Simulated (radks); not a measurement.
Neutral zinc, 30 electrons, occupied as [Ar] 3d10 4s2. Calculated with a radial shooting solver on a logarithmic mesh with Libxc functionals: scalar-relativistic Kohn-Sham, LDA (Slater exchange, Perdew-Zunger correlation), spin-unpolarised, spherical densities, point nucleus. Some entries of the table are withheld. Estimate them.

orbital  occ.  eigenvalue (eV)  <1/r> (bohr^-1)  <r> (bohr)
1s          2        -9507.229            30.18     0.05038
2s          2        -1156.182            6.574         (1)
2p          6              (2)            6.457      0.1985
3s          2        -128.6248            2.088      0.6823
3p          6         -83.2607            1.936      0.7141
3d         10         -10.4220              (3)      0.9120
4s          2          -6.2257           0.4968         (4)
4p          0              (5)              (6)       4.147

Answer. 
(1) 2s <r> (bohr): 0.2266
(2) 2p eigenvalue (eV): -1003.464
(3) 3d <1/r> (bohr^-1): 1.511
(4) 4s <r> (bohr): 2.630
(5) 4p eigenvalue (eV): -1.2341
(6) 4p <1/r> (bohr^-1): 0.3172
